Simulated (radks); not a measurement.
Results of a calculation; reference values are marked as such.
Problem. The mean radii <r> (bohr) of the occupied orbitals of an atom or ion are listed with their occupations. Code: a radial shooting solver on a logarithmic mesh with Libxc functionals. Model: scalar-relativistic Kohn-Sham, LDA (Slater exchange, Perdew-Wang correlation), spin-unpolarised, spherical densities, finite nucleus; Fermi nuclear charge, rms radius of each element as measured or else 0.836 A^(1/3) + 0.57 fm.

| orbital | occ. | <r> |
|---|---|---|
| 1s | 2 | 0.03521 |
| 2s | 2 | 0.1539 |
| 2p | 6 | 0.1340 |
| 3s | 2 | 0.4297 |
| 3p | 6 | 0.4312 |
| 3d | 10 | 0.4156 |
| 4s | 2 | 1.107 |
| 4p | 6 | 1.238 |
| 4d | 5 | 1.895 |

Name the element and its charge.

Solution. Z = 42, molybdenum, charge +1: Mo+ in [Kr] 4d5. The 1s radius gives Z: for a bare nucleus <r> = (2 gamma + 1)/(2Z) with gamma = sqrt(1 - (Z/c)^2), 0.03457 bohr for Z = 42, and screening makes it slightly larger (0.03521 here). The occupations add up to 41, and the charge is Z minus that.
